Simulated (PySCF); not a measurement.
## Ionisation energy of Br²⁺ by level of theory

Br²⁺ [Ar] 3d10 4s2 4p3 (4S) → Br³⁺ [Ar] 3d10 4s2 4p2 (3P), as a difference of total energies. Calculation: PySCF 2.14, in aug-cc-pVDZ-DK (6s5p3d, 36 functions); scalar relativity by spin-free X2C-1e. Correlated levels: valence: [Ar] 3d10 frozen. The calculations carry no spin-orbit coupling.

```json
{"method": "UHF", "ionisation energy (eV)": "34.624"}
{"method": "TPSS", "ionisation energy (eV)": "35.188"}
{"method": "MP2 (valence)", "ionisation energy (eV)": "34.969"}
{"method": "SCS-MP2 (valence)", "ionisation energy (eV)": "34.847"}
{"method": "CCSD (valence)", "ionisation energy (eV)": "34.920"}
```

Task: Estimate what PBE0 gives.

Result: 35.238 eV, closest to TPSS among the rows shown.

Task: Estimate what CCSD(T) (valence) gives.

Result: 34.924 eV, closest to CCSD (valence) among the rows shown.

The reference lies between the lowest fine-structure levels, while these numbers refer to the centres of the terms.

Errors of the correlated levels include the incompleteness of this basis and the frozen core.

For comparison: 34.871 ± 0.019 eV (measured; NIST Atomic Spectra Database, ionization energies).
